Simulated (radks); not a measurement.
Values are calculated unless marked as measured or tabulated.
All-electron atom: the krypton ion Kr2+ in [Ar] 3d10 4p4 5p2 (not the ground configuration). Code: a radial shooting solver on a logarithmic mesh with Libxc functionals. Model: scalar-relativistic Kohn-Sham, PBEsol, spin-polarised, spherical densities, finite nucleus; open shells are filled with parallel spins first; Fermi nuclear charge, rms radius 4.1884 fm.

Local quantities along the radius. ELF = 1/(1 + alpha^2) is the electron localisation function; alpha = (tau - tau_W)/tau_unif compares the Pauli kinetic energy density with that of the uniform gas (summed over spins); -r V(r) is the screened charge that the Kohn-Sham potential of spin up presents (atomic units). tau is taken from the large components.

r (bohr)    ELF    alpha  -r V(r)
0.00331   1.000  0.02157    35.51
0.003823  1.000  0.02247    35.43
0.004415  0.999  0.02365    35.34
0.005099  0.999  0.02516    35.23
0.005889  0.999  0.02709    35.11
0.006801  0.999  0.02957    34.97
0.007854  0.999  0.03278    34.81
0.009071  0.999  0.03698    34.62
0.01048   0.998  0.04256    34.41
0.0121    0.998  0.05009    34.16
0.01386   0.996  0.05980    33.90
0.01601   0.995  0.07418    33.59
0.01849   0.991  0.09502    33.23
0.02135   0.984   0.1261    32.84
0.02466   0.971   0.1737    32.39
0.02848   0.942   0.2485    31.89
0.03289   0.881   0.3677    31.33
0.03798   0.764   0.5552    30.71
0.04386   0.591   0.8315    30.03
0.05065   0.420    1.175    29.27
0.0585    0.319    1.463    28.45
0.06756   0.304    1.512    27.56
0.07802   0.375    1.291    26.60
0.09011   0.513   0.9741    25.58
0.1041    0.658   0.7207    24.49
0.1202    0.752   0.5736    23.31
0.1388    0.784   0.5246    22.07
0.1603    0.749   0.5785    20.77
0.1851    0.622   0.7802    19.42
0.2138    0.415    1.187    18.01
0.2469    0.273    1.633    16.57
0.2852    0.279    1.607    15.15
0.3293    0.427    1.158    13.74
0.3803    0.621   0.7806    12.34
0.4392    0.740   0.5929    10.99
0.5073    0.778   0.5337    9.735
0.5858    0.756   0.5684    8.612
0.6766    0.660   0.7173    7.639
0.7814    0.466    1.070    6.805
0.9024    0.255    1.709    6.099
1.042     0.174    2.179    5.526
1.204     0.239    1.783    5.108
1.379     0.412    1.194    4.762
1.592     0.543   0.9173    4.405
1.839     0.455    1.094    4.046
2.124     0.186    2.090    3.686
2.453     0.065    3.805    3.340
2.833     0.101    2.981    3.228
3.272     0.357    1.343    3.163
3.778     0.627   0.7712    3.084
4.364     0.681   0.6847    2.953
5.039     0.587   0.8385    2.713
5.82      0.373    1.297    2.523
6.721     0.142    2.455    2.452
7.762     0.029    5.763    2.376
8.965     0.003    17.35    2.243
10.35     0.000    69.00    2.125

On this mesh the ELF has minima near r = 0.068, 0.25, 1.0, 2.5 bohr, which separate the shells, and maxima near 0.14 (0.78), 0.51 (0.78), 1.6 (0.54), 4.4 (0.68).

Self-consistent cycle (total energy in hartree, residual of the potential): 1: -2779.994267, 6e+00; 2: -2782.998198, 3e+00; 3: -2784.048189, 4e-01; 4: -2784.058653, 2e-01; 5: -2784.063825, 9e-02; 6: -2784.065128, 2e-03; 7: -2784.065125, 1e-04; 8: -2784.065126, 3e-04; 9: -2784.065125, 2e-05; 10: -2784.065125, 1e-05; 11: -2784.065125, 5e-06; 12: -2784.065125, 2e-07; 13: -2784.065125, 2e-08; 14: -2784.065125, 2e-09.
